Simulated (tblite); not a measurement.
Run record: tight-binding relaxation, `C=[C]([AlH][F])c1ccccc1`.

Computed with GFN2-xTB geometry optimisation, gas phase (tblite 0.8.0). Start geometry: from a force field or distance geometry. A driver script takes a list of jobs; this job's settings line and coordinates (Å) are shown.

Command:
```bash
OMP_NUM_THREADS=1 python probes_run.py task.json out
```

Input:
```
{"job": {"kind": "relax", "xc": "GFN2-xTB", "basis": "xTB"}, "charge": 0, "multiplicity": 1}
C     -2.137800    -0.154900    -1.495700
C     -1.534600     0.012500    -0.357400
Al    -2.632600     0.377500     1.244300
F     -3.562100     1.957700     1.193700
C     -0.082100    -0.074800    -0.171100
C      0.451300     0.114200     1.086700
C      1.823400     0.053300     1.310800
C      2.652800    -0.205500     0.230200
C      2.163900    -0.406500    -1.048000
C      0.783700    -0.329600    -1.215800
H     -3.230400    -0.091100    -1.610500
H     -1.612300    -0.366300    -2.430700
H     -2.081800    -0.059400     2.678900
H     -0.184000     0.317400     1.936200
H      2.229000     0.207500     2.312900
H      3.715600    -0.257500     0.427000
H      2.813500    -0.602600    -1.887600
H      0.415900    -0.485500    -2.215700
```

Output:
```
step      E/eV     max force
  0    -735.22126    3.027
  1    -735.47758    2.166
  2    -735.67826    1.196
  3    -735.74679    1.428
  4    -735.79534    1.000
  5    -735.85986    0.659
  6    -735.88031    0.529
  7    -735.89424    0.334
  8    -735.90256    0.260
  9    -735.91017    0.280
... (108 lines left out)
118    -736.05401    0.023
119    -736.05413    0.022
120    -736.05423    0.014
121    -736.05430    0.014
122    -736.05435    0.013
123    -736.05439    0.012
124    -736.05442    0.012
125    -736.05445    0.013
126    -736.05448    0.010
127    -736.05450    0.009
```

«max force» is the largest atomic force in eV/Å.

Task: From which step on does the largest force stay under 0.1 eV/Å, and how much energy is left to gain from there?

Result: From step 105 (0.063 eV/Å), 5.5 meV above the end.

In short: energy lowered by 19.2 kcal/mol over 127 steps; largest atomic force 0.009 eV/Å at the end.

Task: Where do the atoms end?

Result: 0.591 Å rms from the input after alignment:
```
atom  x, y, z in Å
C1    -2.0635    0.4320   -1.5281
C2    -1.4779    0.2013   -0.3470
Al3   -2.5991    0.1444    1.2950
F4    -4.2160    0.4564    1.2080
C5    -0.0338    0.0065   -0.1876
C6     0.5565    0.4402    0.9976
C7     1.9136    0.2949    1.2100
C8     2.6997   -0.3130    0.2437
C9     2.1215   -0.7687   -0.9302
C10    0.7660   -0.6092   -1.1489
H11   -3.1349    0.5737   -1.5922
H12   -1.5190    0.5179   -2.4595
H13   -2.1137   -0.2630    2.6867
H14   -0.0795    0.9115    1.7434
H15    2.3603    0.6465    2.1286
H16    3.7596   -0.4377    0.4091
H17    2.7327   -1.2516   -1.6791
H18    0.3187   -0.9755   -2.0611
```

Hardware: Intel Xeon at 2.50 GHz, one thread, no GPU, shared host with 64 logical CPUs at a one-minute load of 63. Cost: 3.6 s wall.
Labels such as C1 count atoms from 1, the log's own numbers from 0.
